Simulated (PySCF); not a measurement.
# SrBi⁺: from constants to spectrum

CAM-B3LYP constants of SrBi⁺, ³Σ⁻ (triplet), unpaired electrons π ↑↑ (Sr def2-SVPD with ECP28, Bi def2-SVPD with ECP60; scalar-relativistic core potentials (PySCF 2.14); masses 87.9056 and 208.9804 u):

```
ωe   : 133.6 cm⁻¹
ωexe : 0.378 cm⁻¹
Be   : 0.026467 cm⁻¹
αe   : 8.07e-05 cm⁻¹
```

(1) What force constant and bond length do these constants imply?

(2) Estimate the centrifugal constant D from the Kratzer relation and find the Dunham coefficient a1.

Spin–orbit coupling is left out, which matters for elements this heavy, above all for dissociation energies. The state is the lowest determinant that a PBE0 search found; another state may lie lower at other levels.

Answers

(1) Reduced mass μred = 61.877 u; k = 5.8918×10⁻⁷·μred·ωe² (u, cm⁻¹, mdyn/Å) = 0.651 mdyn/Å; Re = √(16.8576/(μred·Be)) (u, cm⁻¹, Å) = 3.208 Å.

(2) D = 4Be³/ωe² = 4.15e-09 cm⁻¹; a1 = −1 − αeωe/(6Be²) = -3.57.
